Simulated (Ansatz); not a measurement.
Relaxation of Si(GeH3)2H2 (SiGe2H8) with RKS PBE0-D4/def2-SVP.

```sh
$ ansatz run in.yaml --threads 2 --pin off --events-out ev --progress --plain --max-ram 4352MiB
```

```yaml
crystal:
  periodic: [false, false, false]
  atoms:
    - {symbol: Ge, position_ang: [-0.850550, -0.015110, 1.757380]}
    - {symbol: Ge, position_ang: [1.377050, 0.014260, -1.384960]}
    - {symbol: Si, position_ang: [-0.817690, 0.002190, -0.581140]}
    - {symbol: H, position_ang: [0.016910, -1.057080, 2.399960]}
    - {symbol: H, position_ang: [-2.196160, -0.257760, 2.374240]}
    - {symbol: H, position_ang: [-0.395370, 1.256010, 2.411970]}
    - {symbol: H, position_ang: [2.185390, -1.201860, -1.042530]}
    - {symbol: H, position_ang: [2.229440, 1.143880, -0.888260]}
    - {symbol: H, position_ang: [1.507070, 0.107960, -2.876410]}
    - {symbol: H, position_ang: [-1.532030, 1.183240, -1.076030]}
    - {symbol: H, position_ang: [-1.524080, -1.175710, -1.094210]}
basis:
  gaussian: {orbitals: def2-SVP}
hamiltonian: {xc: pbe0, dispersion: d4}
scf: {lower_state_search: "off"}
output: {orbitals: {seedname: orbitals}}
relax: {f_tol: 0.02, max_steps: 100}
```

It took 13 s on 2 threads of Arm Neoverse V1 on a shared host.

Positions (Å) and forces (eV/Å) at steps 1, 2, 3, 4 of 4:

```xyz
11
step=1 energy=-121009.8362 eV
Ge   -0.851   -0.015    1.757   -0.018    0.000    0.252
Ge    1.377    0.014   -1.385    0.222    0.000   -0.107
Si   -0.818    0.002   -0.581    0.110    0.005    0.091
H     0.017   -1.057    2.400    0.561   -0.674    0.043
H    -2.196   -0.258    2.374   -0.867   -0.152    0.049
H    -0.395    1.256    2.412    0.305    0.817    0.044
H     2.185   -1.202   -1.043    0.179   -0.787    0.354
H     2.229    1.144   -0.888    0.212    0.733    0.445
H     1.507    0.108   -2.876   -0.239    0.062   -0.843
H    -1.532    1.183   -1.076   -0.237    0.491   -0.158
H    -1.524   -1.176   -1.094   -0.227   -0.496   -0.169
11
step=2 energy=-121010.0685 eV
Ge   -0.839   -0.017    1.813    0.039    0.011   -0.062
Ge    1.433    0.016   -1.392   -0.053   -0.003    0.054
Si   -0.790    0.002   -0.560    0.051   -0.001    0.038
H     0.095   -1.140    2.316   -0.082    0.090    0.073
H    -2.282   -0.272    2.300    0.107    0.023    0.065
H    -0.340    1.353    2.325   -0.038   -0.127    0.064
H     2.127   -1.293   -0.955    0.047    0.110   -0.069
H     2.176    1.231   -0.794    0.049   -0.091   -0.082
H     1.410    0.116   -2.932    0.096   -0.009    0.076
H    -1.502    1.213   -1.050   -0.113    0.116   -0.075
H    -1.488   -1.208   -1.070   -0.104   -0.120   -0.081
11
step=3 energy=-121010.0851 eV
Ge   -0.840   -0.017    1.810   -0.021   -0.002    0.003
Ge    1.429    0.017   -1.393   -0.007    0.003   -0.021
Si   -0.814    0.002   -0.578    0.082    0.001    0.057
H     0.079   -1.127    2.358   -0.009    0.004   -0.030
H    -2.267   -0.266    2.337    0.003    0.006    0.003
H    -0.345    1.333    2.365    0.002   -0.010   -0.026
H     2.161   -1.275   -0.977   -0.024    0.008    0.007
H     2.211    1.216   -0.820   -0.027   -0.005    0.005
H     1.450    0.114   -2.930    0.005   -0.001    0.002
H    -1.540    1.211   -1.075   -0.004    0.025    0.000
H    -1.522   -1.208   -1.098    0.000   -0.028   -0.001
11
step=4 energy=-121010.0860 eV
Ge   -0.846   -0.017    1.812    0.009   -0.001    0.005
Ge    1.429    0.018   -1.398    0.007    0.003    0.007
Si   -0.806    0.001   -0.572   -0.001    0.000    0.000
H     0.074   -1.129    2.351   -0.002   -0.003   -0.001
H    -2.271   -0.263    2.341    0.001    0.005   -0.007
H    -0.346    1.333    2.360    0.007   -0.002   -0.003
H     2.154   -1.275   -0.978    0.000    0.001    0.004
H     2.204    1.218   -0.822   -0.002    0.001    0.001
H     1.452    0.114   -2.935   -0.006   -0.001    0.004
H    -1.531    1.213   -1.067   -0.009    0.001   -0.005
H    -1.512   -1.212   -1.090   -0.005   -0.004   -0.005
```

Another isomer (singlet) lies 0.12 eV lower at PBE0-D4/def2-TZVP; other spin states weren't run for this one.
